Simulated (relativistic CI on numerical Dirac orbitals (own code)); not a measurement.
# Sensitivity of the levels of Re IX to α and to the nuclear radius

Calculated at this level of theory: Dirac-Coulomb-Breit CI, KLI orbitals optimised for each configuration, derivatives by finite differences, unscaled Slater integrals, QED left out (own radial code, finite nucleus).

Configurations in the expansion (outside the closed core [Kr] 4d10): 4f14 5s2 5p5, 4f13 5s2 5p6, 4f14 5s 5p6, 4f14 5s2 5p4 5d, 4f13 5s2 5p5 5d, 4f14 5s 5p5 5d. Double excitations out of closed p, d and f shells are left out; levels of such configurations are missing from the list, as are those of other unlisted configurations, and high levels can miss mixing partners.

With x = (α/α₀)² − 1 an excitation energy changes as ω = ω₀ + qx; K = 2q/ω₀ is the relative enhancement. Terms are leading LS components, so labels can repeat. The field-shift factor is F = δν/δ⟨r²⟩ for the transition from the lowest level.

Lowest level 4f14 5s2 5p5 2P°_3/2.

| Level | ω₀ (cm⁻¹) | q (cm⁻¹) | F (GHz/fm²) |
| --- | --- | --- | --- |
| 4f13 5s2 5p6 2F°_7/2 | 55687 | -98220 | 28.2 |
| 4f13 5s2 5p6 2F°_5/2 | 75045 | -80550 | 29.2 |
| 4f14 5s2 5p5 2P°_1/2 | 100144 | 127000 | -19.8 |
| 4f14 5s 5p6 2S_1/2 | 337898 | 110300 | -190 |
| 4f14 5s2 5p4 5d 4D_3/2 | 355022 | 9059 | 10.6 |
| 4f14 5s2 5p4 5d 4D_5/2 | 356294 | 12900 | 10.5 |
| 4f14 5s2 5p4 5d 2P_1/2 | 361449 | 15800 | 4.36 |
| 4f14 5s2 5p4 5d 4D_7/2 | 362466 | 17330 | 11 |
| 4f14 5s2 5p4 5d 4F_9/2 | 373788 | 17400 | 12.4 |
| 4f14 5s2 5p4 5d 2F_7/2 | 375823 | 11260 | 11.8 |
| 4f14 5s2 5p4 5d 2D_3/2 | 389385 | 13540 | 11 |
| 4f14 5s2 5p4 5d 4P_1/2 | 406992 | 53320 | -51.9 |
| 4f13 5s2 5p5 5d 4D_7/2 | 408182 | -88520 | 36.6 |
| 4f14 5s2 5p4 5d 2D_5/2 | 409464 | 12420 | 14.3 |
| 4f14 5s2 5p4 5d 2D_3/2 | 412799 | 18440 | 13 |
| 4f13 5s2 5p5 5d 2G_7/2 | 415644 | -83850 | 36.1 |
| 4f13 5s2 5p5 5d 4P_5/2 | 415787 | -32920 | 25.1 |
| 4f13 5s2 5p5 5d 4G_9/2 | 417221 | -85940 | 36.6 |
| 4f13 5s2 5p5 5d 4D_5/2 | 418960 | -30030 | 24.1 |
| 4f13 5s2 5p5 5d 2P_3/2 | 423744 | -81180 | 35.7 |
| 4f13 5s2 5p5 5d 4P_5/2 | 424420 | -75380 | 34.3 |
| 4f13 5s2 5p5 5d 4D_7/2 | 425347 | -83070 | 36.4 |
| 4f13 5s2 5p5 5d 4H_11/2 | 425698 | -86270 | 36.8 |

At this charge configurations can still be misplaced by up to about 7 % of their energy. Levels and lines within the n = 5 or 6 shells can be off by up to 10 % or somewhat more, and those that change n by about 2 %, since core polarisation is missing. Levels that differ in their count of f electrons can be misplaced by several ten thousand cm⁻¹, since the correlation energy of f electrons is missing or only estimated; rates across such gaps can be off by orders of magnitude.

Task: Which transition from the lowest level has the largest |K|?

Result: 4f13 5s2 5p6 2F°_7/2 at 55687 cm⁻¹, K = -3.53.
